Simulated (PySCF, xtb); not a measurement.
Al(Cl)(Me)(SMe) (C2H6AlClS), SMILES C[S][Al]([CH3])[Cl].

GFN2-xTB (xtb) at its own geometry gives an orbital gap of 3.60 eV and a dipole moment of 3.63 D.

The structure is a stationary point at B3LYP-D3(BJ)/def2-SVP. The structure was generated by enumeration; whether it is a known compound was not checked. Other conformers were not sampled.

**Question.** What does CAM-B3LYP/def2-TZVP (PySCF) give? (An estimate is asked for; the answer gives what the named calculation found.)

**Answer.** gap 8.86 eV (levels -8.53 and 0.34 eV), dipole 3.22 D.
